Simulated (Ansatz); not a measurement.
System: sum formula SiH$_{2}$Br, net charge 0, doublet state. It need not be the lowest isomer of its formula. 
Structure (B3LYP-D3(BJ)/def2-TZVP (Ansatz, a quantum-chemistry and plane-wave program) minimum search):
```xyz
4

Si    -1.5150     0.0418     0.0402
Br     0.7195     0.0207    -0.0219
H     -2.0212    -0.7374    -1.1175
H     -1.9520    -0.5712     1.3197
```
Charge 0, spin multiplicity 2.

Property: atomisation energy (electronic, to ground-state atoms), in kJ/mol. Valence correlation only, unless marked. Open shells are spin-unrestricted. No spin-orbit coupling. The frozen core is the preceding noble-gas configuration, with the filled d and f shells of earlier blocks. No relativistic terms. FCI takes restricted orbitals. The coupled-cluster limit lacks core correlation, which all-electron functionals hold. CBS(X,Y): correlation extrapolated as X^-3; Hartree-Fock from the larger set.

```tsv
level	program	atomisation energy (kJ/mol)
HF/def2-QZVPPD	Ansatz	736.9
PBE0/def2-QZVPP	Ansatz	954.4
BHLYP-D4/def2-TZVPD	Ansatz + dftd4	949.1
HSE06-D4/def2-TZVPD	Ansatz + dftd4	960.3
```

Task: Estimate the value at CCSD(T)/CBS(def2-TZVPPD,def2-QZVPPD) as computed with Ansatz.

Result: 962.8 kJ/mol
